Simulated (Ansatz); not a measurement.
Geometry optimisation, RKS PBE-D4/def2-mTZVP in Ansatz 0.2.0.

Input:

```yaml
crystal:
  periodic: [false, false, false]
  atoms:
    - { symbol: Si, position_ang: [-0.0319, 0.0221, 0.2057] }
    - { symbol: H, position_ang: [0.8926, -1.6038, 0.3207] }
    - { symbol: C, position_ang: [1.1388, -0.2075, -1.2407] }
    - { symbol: H, position_ang: [1.2558, -1.4365, -0.5912] }
    - { symbol: "N", position_ang: [-0.0731, 1.2378, 1.4085] }
    - { symbol: "N", position_ang: [-1.6851, -0.2322, -0.1694] }
    - { symbol: H, position_ang: [2.0838, 0.318, -1.0989] }
    - { symbol: H, position_ang: [0.7931, 0.0414, -2.246] }
    - { symbol: H, position_ang: [-0.879, 1.4192, 1.9829] }
    - { symbol: H, position_ang: [0.7672, 1.6233, 1.8007] }
    - { symbol: H, position_ang: [-2.36, -0.3432, 0.5678] }
    - { symbol: H, position_ang: [-1.9021, -0.8387, -0.9402] }
basis:
  gaussian: { orbitals: def2-mTZVP }
hamiltonian:
  xc: pbe
  dispersion: d4
relax:
  f_tol: 0.15
  max_steps: 25
  restrain:
    - { distance: [3, 1], at: 1.92, k: 30.0 }
    - { distance: [0, 1], at: 1.42, k: 30.0 }
    - { distance: [3, 2], at: 1.07, k: 30.0 }
```

Run as:

```bash
$ ansatz run input.yaml --threads 2 --pin off --max-ram 3072MiB --backend cpu --events-out ev --progress --plain --runs-dir out
```

Q: Where does it end, and by what steps?

A: The run converged. The restraints hold the end off the free minimum. After 12 steps the energy has fallen by 3.047 eV (the restraints' own energy left out); H9 moved furthest, 0.95 Å. Joined: Si1–H2 (1.87 → 1.45 Å), C3–H4 (1.39 → 1.09 Å).

```
step  energy less start (eV)  largest force component (eV/Å)  accepted
   0                  0.0000                           2.951       yes
   1                 -1.3662                           2.805       yes
   2                 -2.3943                           1.647       yes
   3                 -2.8210                           1.532       yes
   4                 -2.8715                           1.510       yes
   5                 -2.9257                           1.356       yes
   6                 -2.9721                           1.406       yes
   7                 -2.9990                           1.374       yes
   8                 -3.0118                           1.385       yes
   9                 -3.0225                           1.407       yes
  10                 -3.0368                           1.330       yes
  11                 -3.0487                           1.301       yes
  12                 -3.0468                           1.309       yes
```

```xyz
12
Properties=species:S:1:pos:R:3
Si -0.040 -0.198 0.307
H 0.675 -1.341 0.842
C 1.080 -0.166 -1.200
H 1.597 -1.061 -0.861
N -0.021 1.023 1.537
N -1.696 -0.330 -0.189
H 1.791 0.670 -1.253
H 0.628 -0.321 -2.189
H -0.397 1.952 1.357
H 0.729 1.050 2.224
H -2.417 -0.519 0.506
H -1.928 -0.759 -1.082
```

Run time: 20 s on 2 threads of AMD EPYC 9R14 (Zen 4), on a shared host, peak memory 0.16 GiB.
